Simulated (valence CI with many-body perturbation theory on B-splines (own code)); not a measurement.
## I XXII: key properties

Calculated by relativistic CI+MBPT: four valence electrons over a frozen Dirac-Fock core [Ar] 3d10, radial functions for each j: 11 s, 11 p, 10 d, 8 f, 5 g, 2 h, with the one-electron correlation potential Σ1, the two-electron term Σ2, the three-electron term Σ3, Breit, model QED; selected CI, second order for the rest, scaled by the run's own slope (own B-spline code, finite nucleus).

No measured spectrum was set against this ion. As an estimate, levels hold to about 250 cm⁻¹ or 0.2 % of their energy and the worst to 1 %, as in measured heavy ions of charge 2 to 7; those with d or f electrons hold less well. Among the levels kept, up to 460 cm⁻¹ of a level comes from second order outside the variational space, and about a tenth of that is noise between levels of different J, which matters for small intervals.

Levels are named by their leading jj configuration (3d3/2^4 stands for four electrons in 3d with j = 3/2), which in mixed levels can hold well under half, so a name can repeat and another be missing.

Rates and lifetimes use the calculated energies. Strong lines usually hold to 10 to 20 %, long lifetimes can be off by a factor of two.

What is the ground level?

(4s^2 4p1/2^2) J=0, composition 78 % 4s²4p² ³P + 21 % 4s²4p² ¹S.

Among levels below 2051100 cm⁻¹, which E1 lines absorb most strongly from the ground level?

to (4s^2 4p1/2 4d3/2) J=1 at 11.74 nm, f = 1.32; to (4s 4p1/2^2 4p3/2) J=1 at 18.36 nm, f = 0.373; to (4s 4p3/2^3) J=1 at 11.94 nm, f = 0.354.

What is the ionisation energy?

650.02 eV; NIST lists 649 ± 4 eV (theoretical).

Where does the other parity begin?

At (4s 4p1/2^2 4p3/2) J=2, 473910 cm⁻¹.

Name the longest-lived excited levels whose lifetime is computed, and their main decay.

(4s^2 4p1/2 4p3/2) J=2 at 119520 cm⁻¹ lives 7.47 ms, mostly by E2 to (4s^2 4p1/2^2) J=0; (4s^2 4p1/2 4p3/2) J=1 at 100480 cm⁻¹ lives 69.7 μs, mostly by M1 to (4s^2 4p1/2^2) J=0; (4s^2 4p3/2 4d5/2) J=4 at 909160 cm⁻¹ lives 67.9 μs, mostly by M1 to (4s^2 4p1/2 4d5/2) J=3.
